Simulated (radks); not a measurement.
Trend from Zr3+ to Cd3+: ionisation energy by Delta-SCF between NIST ground configurations, and size. All-electron calculation, scalar-relativistic Kohn-Sham, r2SCAN, spin-polarised, spherical densities, finite nucleus; open shells are filled with parallel spins first (spin-orbit coupling, left out, can overturn this in heavy ions); meta-GGA in the generalised Kohn-Sham scheme; Fermi nuclear charge, rms radius of each element as measured or else 0.836 A^(1/3) + 0.57 fm. Program: a radial shooting solver on a logarithmic mesh with Libxc functionals.

Zr3+: configuration [Kr] 4d1; configuration of the ion [Kr]; IE (eV) 33.882; NIST (eV) 34.418; kind exp.; -e(HOMO) (eV) 28.256 (4d); outermost 4d; <r> outermost (bohr) 1.82; r at 0.001 e/bohr^3 (bohr) 3.23
Nb3+: configuration [Kr] 4d2; configuration of the ion [Kr] 4d1; IE (eV) 37.292; NIST (eV) 37.61; kind exp.; -e(HOMO) (eV) 31.222 (4d); outermost 4d; <r> outermost (bohr) 1.70; r at 0.001 e/bohr^3 (bohr) 3.27
Mo3+: configuration [Kr] 4d3; configuration of the ion [Kr] 4d2; IE (eV) 40.459; NIST (eV) 40.3; kind semi-emp.; -e(HOMO) (eV) 34.030 (4d); outermost 4d; <r> outermost (bohr) 1.59; r at 0.001 e/bohr^3 (bohr) 3.26
Tc3+: configuration [Kr] 4d4; configuration of the ion [Kr] 4d3; IE (eV) 43.500; NIST (eV) 41; kind theory; -e(HOMO) (eV) 36.734 (4d); outermost 4d; <r> outermost (bohr) 1.50; r at 0.001 e/bohr^3 (bohr) 3.22
Ru3+: configuration [Kr] 4d5; configuration of the ion [Kr] 4d4; IE (eV) 46.450; NIST (eV) 45; kind theory; -e(HOMO) (eV) 39.362 (4d); outermost 4d; <r> outermost (bohr) 1.42; r at 0.001 e/bohr^3 (bohr) 3.17
Rh3+: configuration [Kr] 4d6; configuration of the ion [Kr] 4d5; IE (eV) 43.719; NIST (eV) 42; kind theory; -e(HOMO) (eV) 36.938 (4d); outermost 4d; <r> outermost (bohr) 1.37; r at 0.001 e/bohr^3 (bohr) 3.14
Pd3+: configuration [Kr] 4d7; configuration of the ion [Kr] 4d6; IE (eV) 47.183; NIST (eV) 46; kind theory; -e(HOMO) (eV) 39.958 (4d); outermost 4d; <r> outermost (bohr) 1.31; r at 0.001 e/bohr^3 (bohr) 3.10
Ag3+: configuration [Kr] 4d8; configuration of the ion [Kr] 4d7; IE (eV) 50.414; NIST (eV) 49; kind theory; -e(HOMO) (eV) 42.835 (4d); outermost 4d; <r> outermost (bohr) 1.25; r at 0.001 e/bohr^3 (bohr) 3.05
Cd3+: configuration [Kr] 4d9; configuration of the ion [Kr] 4d8; IE (eV) 53.527; NIST (eV) 51; kind theory; -e(HOMO) (eV) 45.618 (4d); outermost 4d; <r> outermost (bohr) 1.19; r at 0.001 e/bohr^3 (bohr) 3.01

Reference values: NIST Atomic Spectra Database (exp. = measured, semi-emp. = semi-empirical, theory = theoretical value adopted there). Open shells are spherical and high-spin; term and fine-structure splittings are not resolved.
